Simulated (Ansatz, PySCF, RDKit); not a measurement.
Dimer: C2H4 (SMILES C=C) (first 6 atoms) with CHN (SMILES C#N); geometry from B3LYP-D3(BJ)/def2-TZVP, rigid monomers moved along the line of their centres of mass till C1···H9 is 2.40 Å.
(charge 0, multiplicity 1):
```xyz
9

C      0.65588     0.01107    -0.00145
C     -0.66699     0.04372     0.08925
H      1.20532    -0.92255     0.01977
H      1.24179     0.91583    -0.11153
H     -1.21719     0.97657     0.05710
H     -1.25371    -0.86180     0.18834
C      0.23025     0.25627     3.40165
N      0.30986     0.33212     4.54302
H      0.15550     0.18492     2.33478
```

Counterpoise-corrected where a basis set is named; no monomer relaxation. Rows marked so take none. RDKit's UFF carries no charges.

Rows in 6-31G*, STO-3G carry no dispersion term and start afresh at each structure (6-31G* with six Cartesian d functions).

Programs: Ansatz (Gaussian orbitals); PySCF for 6-31G* rows, STO-3G rows, the dispersion terms; RDKit for the force fields. Each number belongs to the level named beside it.

**Question.** One of these levels gives -2.00 kcal/mol for the interaction energy. Name it.
(A) r2SCAN-D3(BJ)/def2-TZVPPD
(B) HF/STO-3G (no counterpoise)
(C) B3LYP/6-31G*
(D) UFF

**Answer.** A, r2SCAN-D3(BJ)/def2-TZVPPD. The others give 4.68 (UFF), -0.47 (HF/STO-3G (no counterpoise)), -1.36 (B3LYP/6-31G*)

Ansatz is a first-principles code.
